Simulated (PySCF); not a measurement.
A PySCF script (with the pyscf-properties extension) for the NMR shieldings of `InChI=1S/BH13O2Si5/c2-8(1-4,3-5)7-6/h1-2H,7H2,4-6H3/t8-/m1/s1`, on a GFN2-xTB geometry:

```python
import basis_set_exchange as bse
import numpy as np
from pyscf import gto, dft
from pyscf.prop import nmr

atoms = """
O    -1.102694   -0.198063   -1.987653
Si   -0.280109   -0.287535   -0.569825
B    -1.548461   -1.017681    0.727414
Si   -3.463736   -1.257787    0.385390
O     0.095616    1.272710   -0.136143
Si   -0.132539    2.608025    0.730128
Si    1.878945   -1.081150   -0.911470
Si    3.444030   -0.241534    0.574763
H    -0.794958    0.308867   -2.734274
H    -1.115865   -1.369119    1.762517
H    -4.316139   -1.081309    1.578084
H    -4.078516   -0.386706   -0.626011
H    -3.737335   -2.636577   -0.066868
H     0.148400    2.285899    2.130689
H    -1.517927    3.060227    0.584040
H     0.821507    3.557551    0.164141
H     1.878518   -2.559983   -0.861797
H     2.343110   -0.840249   -2.298420
H     4.635800   -1.087001    0.711205
H     2.891017   -0.123565    1.930547
H     3.942416    1.091922    0.222477
"""
names = dict.fromkeys(["O", "Si", "B", "H"], "pcSseg-1")
basis = {el: gto.basis.parse(bse.get_basis(n, elements=[el], fmt="nwchem")) for el, n in names.items()}
mol = gto.M(atom=atoms, basis=basis, charge=0, verbose=0)
mf = dft.RKS(mol, xc="PBE0")
mf.grids.level = 2
mf.grids.alignment = dft.numint.BLKSIZE   # the property module wants whole blocks of grid points
mf.conv_tol = 1e-9
mf.kernel()

calc = nmr.RKS(mf)   # GIAO
C = mf.mo_coeff
Co = C[:, mf.mo_occ > 0]
resp = mf.gen_response(singlet=True, hermi=2)
def vind(x):   # induced exchange potential for any number of trial vectors
    d = np.einsum("pi,xij,qj->xpq", C, 2 * x.reshape(-1, C.shape[1], Co.shape[1]), Co, optimize=True)
    return np.einsum("xpq,pi,qj->xij", resp(d - d.transpose(0, 2, 1)), C, Co, optimize=True).ravel()
mo1, _ = nmr.rhf.solve_mo1(calc, with_cphf=vind)
sigma = calc.kernel(mo1)
for i, s in enumerate(sigma):   # ppm
    w = np.linalg.eigvalsh((s + s.T) / 2)
    print("%2d %-2s iso %8.1f  s11 %8.1f  s22 %8.1f  s33 %8.1f" % (i, mol.atom_pure_symbol(i), w.mean(), *w))
```

Question: Give the expected output.

Answer: 
```
 0 O  iso    256.8  s11    199.5  s22    269.7  s33    301.1
 1 Si iso    356.4  s11    297.0  s22    362.4  s33    410.0
 2 B  iso    -46.6  s11   -190.0  s22    -98.7  s33    148.9
 3 Si iso    458.6  s11    436.3  s22    450.2  s33    489.3
 4 O  iso    270.8  s11    190.4  s22    256.8  s33    365.2
 5 Si iso    393.5  s11    352.3  s22    362.2  s33    466.0
 6 Si iso    479.9  s11    455.0  s22    473.4  s33    511.2
 7 Si iso    467.9  s11    455.3  s22    467.0  s33    481.5
 8 H  iso     29.1  s11     22.3  s22     25.1  s33     39.8
 9 H  iso     18.3  s11     -0.1  s22     27.2  s33     28.0
10 H  iso     27.7  s11     24.6  s22     25.9  s33     32.8
11 H  iso     27.5  s11     23.9  s22     27.5  s33     31.1
12 H  iso     27.8  s11     24.8  s22     26.1  s33     32.3
13 H  iso     26.8  s11     23.4  s22     25.6  s33     31.5
14 H  iso     26.8  s11     23.0  s22     25.5  s33     31.8
15 H  iso     26.6  s11     23.1  s22     25.0  s33     31.8
16 H  iso     28.5  s11     24.9  s22     26.5  s33     34.2
17 H  iso     28.3  s11     24.8  s22     26.5  s33     33.7
18 H  iso     28.1  s11     24.5  s22     25.5  s33     34.4
19 H  iso     28.2  s11     24.7  s22     26.6  s33     33.2
20 H  iso     28.1  s11     24.8  s22     26.2  s33     33.3
```

These numbers come from an equivalent density-fitted implementation of the same equations, which agrees with the script to about 0.01 ppm for H and up to a few tenths of a ppm for heavy atoms, so last digits may differ.

Size and cost of the density-fitted run: 236 basis functions, 48 s wall time on 1 thread of an Intel Xeon 6975P-C, shared host; peak memory 1.2 GiB.
